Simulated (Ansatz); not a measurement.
Ansatz (a quantum-chemistry and plane-wave program) input (CCSD(T)/aug-cc-pVDZ):

Ansatz 0.2 input:
```yaml
crystal:
  periodic: [false, false, false]
  atoms:
    - {symbol: C, position_ang: [1.94601255, 0.05728610, -0.34815789]}
    - {symbol: Ge, position_ang: [0.12730897, -0.03865301, -0.00907551]}
    - {symbol: O, position_ang: [-0.76956114, -1.09364960, -1.19332389]}
    - {symbol: O, position_ang: [-0.62523016, 1.64314273, -0.06258058]}
    - {symbol: O, position_ang: [-0.83072933, -0.52875982, 1.50627308]}
    - {symbol: H, position_ang: [2.48604034, 0.56304081, 0.45519824]}
    - {symbol: H, position_ang: [2.38628424, -0.91418176, -0.57617502]}
    - {symbol: H, position_ang: [-1.56289211, -1.37188961, -0.72305241]}
    - {symbol: H, position_ang: [-0.01193472, 2.16401141, -0.59239602]}
    - {symbol: H, position_ang: [-1.24329533, 0.28633272, 1.81284001]}
basis:
  gaussian:
    orbitals: aug-cc-pVDZ
total_charge: -1
magnetization: {spin_polarized: false}
correlation: {method: ccsd_t, electrons: outside_noble_gas}
output: {forces: true}
```

End of the output:

```
cycle  13  -24.80773037 eV  change   -4.8e-6 eV  update   2.7e-6
perturbative correction -0.85152774 eV, -0.0312930672 hartree
the calculation of the forces begins
Total energy: -63722.06194328 eV, -2341.7425840508 hartree
Atom 0 at     1.946013     0.057286    -0.348158 Å, force    -0.126100     0.150502    -0.248928 eV/Å
Atom 1 at     0.127309    -0.038653    -0.009076 Å, force     0.056157    -0.001274     0.040640 eV/Å
Atom 2 at    -0.769561    -1.093650    -1.193324 Å, force     0.008631    -0.149182    -0.316423 eV/Å
Atom 3 at    -0.625230     1.643143    -0.062581 Å, force    -0.256201     0.144178     0.139178 eV/Å
Atom 4 at    -0.830729    -0.528760     1.506273 Å, force    -0.027090    -0.249895     0.112377 eV/Å
Atom 5 at     2.486040     0.563041     0.455198 Å, force     0.315513     0.302765     0.365793 eV/Å
Atom 6 at     2.386284    -0.914182    -0.576175 Å, force     0.265373    -0.486152    -0.161293 eV/Å
Atom 7 at    -1.562892    -1.371890    -0.723052 Å, force    -0.216928    -0.104634     0.080042 eV/Å
Atom 8 at    -0.011935     2.164011    -0.592396 Å, force     0.121090     0.192770    -0.136341 eV/Å
Atom 9 at    -1.243295     0.286333     1.812840 Å, force    -0.140446     0.200921     0.124954 eV/Å
Dipole moment:    -0.564091     0.100737     0.296130 e Å
```

It need not be the lowest isomer of its formula. Whether it binds its extra electron was not tested at this geometry.
